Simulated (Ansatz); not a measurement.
Ansatz (a quantum-chemistry and plane-wave program) input for diphosphane cation (H₄P₂), SMILES PP (connectivity only; charge and spin as stated), charge +1, multiplicity 2, PBE0-D3(BJ)/def2-TZVP. 

Ansatz 0.2 input:
```yaml
crystal:
  periodic: [false, false, false]
  atoms:
    - {symbol: P, position_ang: [-0.97146965, -0.37224512, -0.07603642]}
    - {symbol: P, position_ang: [1.01299743, 0.37768233, 0.06037282]}
    - {symbol: H, position_ang: [-1.60772582, 0.13537231, 1.06002515]}
    - {symbol: H, position_ang: [-1.57403422, 0.41884497, -1.05797779]}
    - {symbol: H, position_ang: [1.60630797, -0.41693360, 1.04549263]}
    - {symbol: H, position_ang: [1.64662415, -0.14042154, -1.07237679]}
basis:
  gaussian:
    orbitals: def2-TZVP
hamiltonian:
  xc: pbe0
  dispersion: d3bj
total_charge: 1
magnetization: {spin_polarized: true, initial_magnetization: 1}
relax: {f_tol: 0.002, max_steps: 200}
```

Program output:

```
WARN ansatz: RAYON_NUM_THREADS=1 ignored (pool sized by the plan → 1); use --threads N
Functional definition: PBE0
integrals: 0.03 GiB planned
740 factors; their error is unknown
mean field: 0.35 GiB planned
mean field evaluation 1: about -18625.9285 eV, gradient 1.5e1 eV
mean field evaluation 2: about -18626.5423 eV, gradient 1.2e1 eV
mean field evaluation 4: about -18627.2303 eV, gradient 3.7e-1 eV
mean field evaluation 8: about -18627.2482 eV, gradient 6.7e-2 eV
mean field evaluation 16: about -18627.2482 eV, gradient 4.9e-5 eV
mean field -18627.24822183 eV, -684.5387461498 hartree, gradient 4.9e-5 eV, S^2 0.763719; 0 other end points of the search recorded, 0 dependent functions left out
the calculation of the forces begins
reference -18627.24824642 eV, -684.5387470534 hartree; 17, 16 occupied and 81, 82 virtual orbitals, 740 factors
relax step   1: F+E_penalty+E_count = -18627.35102682 eV  Δ(F+E_penalty+E_count) = +0.000e0 eV  max|allowed force component| = 3.781e-1 eV/Å  Δτ_max = 0.0000 Å  (28 SCF iters, accepted)
these checks for a lower state are left out or cut short: starts, cluster_reference, orbital_swaps, neighbouring_geometries, increment
integrals: 0.03 GiB planned
740 factors; their error is unknown
mean field: 0.34 GiB planned
mean field -18627.26564370 eV, -684.5393863920 hartree, gradient 2.1e-5 eV, S^2 0.763699; 0 other end points of the search recorded, 0 dependent functions left out
the calculation of the forces begins
reference -18627.26566833 eV, -684.5393872969 hartree; 17, 16 occupied and 81, 82 virtual orbitals, 740 factors
relax step   2: F+E_penalty+E_count = -18627.36893037 eV  Δ(F+E_penalty+E_count) = -1.790e-2 eV  max|allowed force component| = 1.415e-1 eV/Å  Δτ_max = 0.0623 Å  (32 SCF iters, accepted)
these checks for a lower state are left out or cut short: starts, cluster_reference, orbital_swaps, neighbouring_geometries, increment
integrals: 0.03 GiB planned
740 factors; their error is unknown
mean field: 0.34 GiB planned
mean field -18627.27169879 eV, -684.5396089122 hartree, gradient 1.7e-5 eV, S^2 0.763658; 0 other end points of the search recorded, 0 dependent functions left out
the calculation of the forces begins
reference -18627.27172347 eV, -684.5396098193 hartree; 17, 16 occupied and 81, 82 virtual orbitals, 740 factors
relax step   3: F+E_penalty+E_count = -18627.37458919 eV  Δ(F+E_penalty+E_count) = -5.659e-3 eV  max|allowed force component| = 3.072e-2 eV/Å  Δτ_max = 0.0268 Å  (30 SCF iters, accepted)
these checks for a lower state are left out or cut short: starts, cluster_reference, orbital_swaps, neighbouring_geometries, increment
integrals: 0.03 GiB planned
740 factors; their error is unknown
mean field: 0.35 GiB planned
mean field evaluation 32: about -18627.2717 eV, gradient 4.6e-2 eV
mean field -18627.27171491 eV, -684.5396095047 hartree, gradient 3.0e-5 eV, S^2 0.763642; 0 other end points of the search recorded, 0 dependent functions left out
the calculation of the forces begins
reference -18627.27173958 eV, -684.5396104114 hartree; 17, 16 occupied and 81, 82 virtual orbitals, 740 factors
relax step   4: F+E_penalty+E_count = -18627.37463075 eV  Δ(F+E_penalty+E_count) = -4.156e-5 eV  max|allowed force component| = 1.173e-2 eV/Å  Δτ_max = 0.0013 Å  (24 SCF iters, accepted)
these checks for a lower state are left out or cut short: starts, cluster_reference, orbital_swaps, neighbouring_geometries, increment
integrals: 0.03 GiB planned
740 factors; their error is unknown
mean field: 0.35 GiB planned
mean field -18627.27171830 eV, -684.5396096293 hartree, gradient 1.5e-5 eV, S^2 0.763633; 0 other end points of the search recorded, 0 dependent functions left out
the calculation of the forces begins
reference -18627.27174297 eV, -684.5396105360 hartree; 17, 16 occupied and 81, 82 virtual orbitals, 740 factors
relax step   5: F+E_penalty+E_count = -18627.37463964 eV  Δ(F+E_penalty+E_count) = -8.890e-6 eV  max|allowed force component| = 1.601e-4 eV/Å  Δτ_max = 0.0016 Å  (28 SCF iters, accepted)
integrals: 0.03 GiB planned
740 factors; their error is unknown
mean field: 0.35 GiB planned
mean field -18627.27171830 eV, -684.5396096293 hartree, gradient 1.5e-5 eV, S^2 0.763633; 1 other end points of the search recorded, 0 dependent functions left out
the calculation of the forces begins
reference -18627.27174297 eV, -684.5396105360 hartree; 17, 16 occupied and 81, 82 virtual orbitals, 740 factors
Total energy: -18627.37466431 eV, -684.5433928253 hartree
Atom 0 at    -0.974484    -0.375133    -0.074622 Å, force     0.000022    -0.000004     0.000095 eV/Å
Atom 1 at     1.012144     0.376059     0.060786 Å, force    -0.000139    -0.000160     0.000077 eV/Å
Atom 2 at    -1.585737     0.129162     1.094429 Å, force    -0.000020     0.000112    -0.000031 eV/Å
Atom 3 at    -1.546456     0.418917    -1.092936 Å, force     0.000134    -0.000069    -0.000061 eV/Å
Atom 4 at     1.583535    -0.417722     1.079635 Å, force     0.000083    -0.000039     0.000016 eV/Å
Atom 5 at     1.623698    -0.128983    -1.107792 Å, force    -0.000080     0.000160    -0.000095 eV/Å
Dipole moment:    -0.000075    -0.000043     0.000037 e Å
```

Self-consistency was reached.

Cost: very roughly 15 core-seconds.
